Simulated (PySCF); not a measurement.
C₅H₄NP.
Numbering: `[P:1]#[C:2][n:3]1[cH:4][cH:5][cH:6][cH:7]1`

Probes without a nucleus sit at each ring's centroid and 1 Å off its mean plane on both sides; NICS is minus the shielding there, NICSzz its component along the normal. Level: GIAO PBE0/pcSseg-1 (PySCF, non-relativistic, gas phase) on the GFN2-xTB geometry, one conformer.

Ring bond lengths (Å), with Mayer bond orders in brackets: N3–C4 1.374 (1.06), C4–C5 1.362 (1.56), C5–C6 1.417 (1.30), C6–C7 1.362 (1.56), C7–N3 1.374 (1.06).

**Question.** Give the NICS values of each ring in ppm.

**Answer.** 
```tsv
ring	type	NICS(0)	NICS(1), two faces	NICS(1)zz, two faces	rms pucker (Å)	centre to ring atoms, mean (Å)
N3–C4–C5–C6–C7	5-membered ring with N; formal bonds all aromatic	-13.6	-10.2 / -10.2	-25.0 / -25.0	0.00	1.17
```

**Question.** What can be read from them?

**Answer.** 
- N3–C4–C5–C6–C7: mean NICS(1)zz -25.0 ppm, shielded, aromatic by this magnetic criterion (flat ring, no four-coordinate atom).

**Question.** And the bond-length index? HOMA = 1 − mean of α(R − Ropt)² over the ring bonds, with Krygowski's 1993 parameters (CC: Ropt 1.388 Å, α 257.7 Å⁻²; CN: Ropt 1.334 Å, α 93.52 Å⁻²).

**Answer.** 
- N3–C4–C5–C6–C7: HOMA 0.82; the largest term is that of C5–C6, α(R − Ropt)² = 0.22. The geometric and the magnetic index point the same way.

**Question.** At the first NICS(1) probe listed for ring N3–C4–C5–C6–C7, 1 Å off the ring, what do the in-plane components average?

**Answer.** The isotropic value is a third of the trace: (3 × -10.2 − (-25.0))/2 = -2.8 ppm.
